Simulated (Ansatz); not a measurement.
Stepwise reaction of `[NH2][Al]([NH2])[Br]` with water, as a gas-phase model of exchange steps in deposition or etching. ΔE in kJ/mol; ΔG adds harmonic PBE0-D4 terms to CCSD(T)/CBS, at 1 bar.

Computed with Ansatz on PBE0-D4/def2-TZVP structures; ΔE is electronic, products minus reactants. CCSD(T)/CBS adds triple-zeta CCSD(T) − MP2 to the extrapolated MP2 energy (def2 sets, frozen cores). This one scheme is used for every species. DFT in def2-TZVPP. B3LYP here is the variant with VWN-RPA as its local correlation; programs differ in this. For Br outer-core shells are correlated without core-valence functions, which leaves a few kJ/mol of doubt a bond. Scalar relativity is left out up to krypton. One conformer a species, not always the lowest.

| step | reaction | PBE-D4 | B3LYP-D4 | ωB97M-V | CCSD(T)/CBS | ΔG(600 K) |
| --- | --- | --- | --- | --- | --- | --- |
| 1 | `[NH2][Al]([NH2])[Br]` + H₂O → `[NH2][Al]([OH])[Br]` + NH₃ | -41.6 | -44.0 | -43.1 | -41.5 | -40.7 |
| 2 | `[NH2][Al]([OH])[Br]` + H₂O → `[OH][Al]([OH])[Br]` + NH₃ | -46.5 | -47.7 | -46.8 | -44.2 | -35.8 |

Problem. By hand: ΔE of the 2 steps together at CCSD(T)/CBS.

Solution. (-41.5) + (-44.2) = -85.7 kJ/mol, or -42.9 kJ/mol a step.

In ΔE the steps differ by no more than 2.7 kJ/mol. All are downhill at CCSD(T)/CBS. ΔG lies between -40.7 and -35.8 kJ/mol a step. PBE-D4 differs from CCSD(T)/CBS by -2.3 to -0.1 kJ/mol a step. Isolated molecules leave out the surface, adducts and barriers. Largest T1 diagnostic: 0.010.
